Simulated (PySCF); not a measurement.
## Rb³⁰⁺: ionisation energy

Rb³⁰⁺ [He] 2s2 2p3 (4S) → Rb³¹⁺ [He] 2s2 2p2 (3P), as a difference of total energies. All numbers are calculated (PySCF 2.14, the spin-free X2C one-electron Hamiltonian (Gaussian nucleus), in an even-tempered Gaussian basis (19 s from 9.9 bohr⁻², ratio 2.2; 12 p from 13 bohr⁻², ratio 2.2; 6 d from 52 bohr⁻², ratio 2.4; 5 f from 78 bohr⁻², ratio 2.4; 4 g from 120 bohr⁻², ratio 2.4)). Correlated levels: nothing frozen; virtual orbitals above 40 to 60 times the deepest correlated orbital energy dropped. The calculations carry no spin-orbit coupling.

```
                 method  ionisation energy (eV)
                    UHF                  3639.6
                    LDA                  3636.8
                    PBE                  3637.3
                   PBE0                  3638.2
                 r2SCAN                  3640.3
                   TPSS                  3637.3
                 B2PLYP                  3639.0
    MP2 (all electrons)                  3639.5
SCS-MP2 (all electrons)                  3639.0
```

Spin-orbit coupling is strong in these open shells (close to jj coupling). The scalar numbers leave it out and a first-order estimate fails, so it can dominate the gap to the real levels.

For this ion Breit and QED terms and the two-electron picture change, all absent here, outweigh the differences among the correlated methods.

For comparison: 3600 ± 30 eV (semi-empirical (NIST evaluation); NIST Atomic Spectra Database, ionization energies).
